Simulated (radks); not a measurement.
Results of a calculation; reference values are marked as such.
Valence configurations of the cerium ion Ce2+ (all share [Xe]). Code: a radial shooting solver on a logarithmic mesh with Libxc functionals. Model: Dirac Kohn-Sham, LDA (Slater exchange, Perdew-Wang correlation), spin-unpolarised, spherical densities, finite nucleus; open shells fill j = l - 1/2 first; Fermi nuclear charge, rms radius 4.8771 fm. Order these by energy: 4f2; 4f1 6s1; 4f1 5d1; 4f1 6p1; 5d2.

Answer. From the lowest, in eV above it: 4f2 0.000; 4f1 5d1 1.471; 4f1 6s1 2.935; 4f1 6p1 6.565; 5d2 7.307. NIST lists [Xe] 4f2 as the ground configuration; this level of theory agrees among the configurations tried. The energies are those of spherical spin-averaged densities, not of single terms.
